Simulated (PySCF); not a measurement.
C₆H₅N₂ (doublet state).
Structure used (GFN2-xTB), in Å, numbered top down from 1:
```
atom  x, y, z in Å
C1    -3.395   -0.165   -0.280
C2    -2.206   -0.157   -0.108
C3    -0.823   -0.163    0.116
C4    -0.133   -0.799    1.185
N5     1.162   -0.606    1.094
N6     1.360    0.144   -0.008
C7     2.584    0.516   -0.379
C8     0.178    0.434   -0.628
H9    -4.432   -0.169   -0.436
H10   -0.551   -1.373    1.987
H11    3.412    0.203    0.222
H12    2.708    1.113   -1.260
H13    0.132    1.022   -1.521
```

The hyperfine couplings belong to this conformer and change with its torsions.

Identity: `C#CC1=CN([CH2])N=C1` [radical].

Method used: UKS B3LYP, pcH-1 on C H N, non-relativistic, mean-field spin-orbit, GIAO in PySCF. Isolated species at its GFN2-xTB geometry (one conformer only). The geometry wasn't refined by DFT: couplings that depend on bond lengths, twists or pyramidal angles can differ widely from those at the functional's own minimum. No stability test was run, so a lower SCF solution isn't excluded.

Task: The isotropic 14N couplings are -8.1, +1.1 MHz. Assign them to N5; N6.

Result: 
| site | a_iso (MHz) | ρ(0) (bohr⁻³) | position | distance from C7 (Å) | spin population | largest \|T\| (MHz) |
| --- | --- | --- | --- | --- | --- | --- |
| N5 | +1.1 | +0.0034 | 2 bonds from C7 | 2.34 | +0.02 | 3.2 |
| N6 | -8.1 | -0.0251 | 1 bond from C7 | 1.33 | -0.05 | 1.0 |

ρ(0) is the spin density at the nucleus and T the dipolar tensor. The Mulliken spin populations are largest on C7 (+0.85), C4 (+0.10) and C8 (+0.09). C7 is the only atom above +0.15. The angles at C7 add up to 360.0°, so it is planar; its axial dipolar tensor and the negative couplings of its protons fit spin in a p orbital normal to that plane.

H11 and H12 aren't averaged: C7 is flat or nearly so (angle sum 360°), and its turn about the short C7–N6 bond (1.33 Å) is taken as slow.
